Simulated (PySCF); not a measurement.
# Hartree-Fock beside MP2: Cl2GeH3Si

All numbers below are calculated, not measured. They come from PySCF 2.14.0, an open-source quantum chemistry program, on an isolated molecule that a program drew, which may never have been made. The molecule is Cl2GeH3Si (charge 0, doublet), drawn as the SMILES string `Cl[SiH](Cl)[GeH2]`.

The geometry was optimised and harmonic frequencies were computed with HF and MP2, all in the cc-pV(D+d)Z basis, for the commonest isotopes, with a restricted reference for singlets and an unrestricted one otherwise, and a frozen core in MP2. Germanium has the cc-pVDZ-PP basis, with a core potential (ECP10MDF) in place of its 10 inner electrons, and its 3s, 3p and 3d shells are frozen in MP2. Each result is a local minimum of its method.

Geometry at the HF minimum:
```xyz
7
Cl2GeH3Si, angstrom
Cl   -1.2909    1.0166   -0.6484
Si    0.4558   -0.0575   -0.3963
Cl    0.0748   -1.6354    0.8852
Ge    2.1416    1.4078    0.4460
H     0.8060   -0.6411   -1.6966
H     3.4725    0.6888    0.6910
H     1.6886    2.1582    1.7002
```

Lengths of the bonds as drawn, in Å (atoms numbered as above):
| bond | HF | MP2 |
|---|---|---|
| Cl1-Si2 | 2.066 | 2.062 |
| Si2-Cl3 | 2.068 | 2.064 |
| Si2-Ge4 | 2.387 | 2.382 |
| Si2-H5 | 1.468 | 1.474 |
| Ge4-H6 | 1.532 | 1.538 |
| Ge4-H7 | 1.530 | 1.537 |

Rotational constants, in GHz:
```
constant      HF     MP2
       A   2.337   2.326
       B   1.198    1.21
       C  0.8398  0.8439
```

Harmonic frequencies in cm^-1, each column in rising order, so a row needn't be the same motion in every method:
```
rank    HF   MP2
   1    95    91
   2   112   107
   3   140   134
   4   207   197
   5   339   330
   6   518   482
   7   546   499
   8   550     ?
   9   590   591
  10   830   785
  11   854   816
  12   925   877
  13  2208  2161
  14  2224  2185
  15  2372  2311
```

**Estimate the missing MP2 frequency from the HF column.**

A single factor s that minimises the squared misfit of MP2 against s times HF over the other rows is sum(HF x MP2) / sum(HF^2) = 0.9735, with an rms misfit of 16 cm^-1. For rank 8 it gives 0.9735 x 550 = 535 cm^-1. The calculation gives 542 cm^-1, 7 cm^-1 above the estimate. The drawn bonds are on average 0.1 % longer in MP2 than in HF.
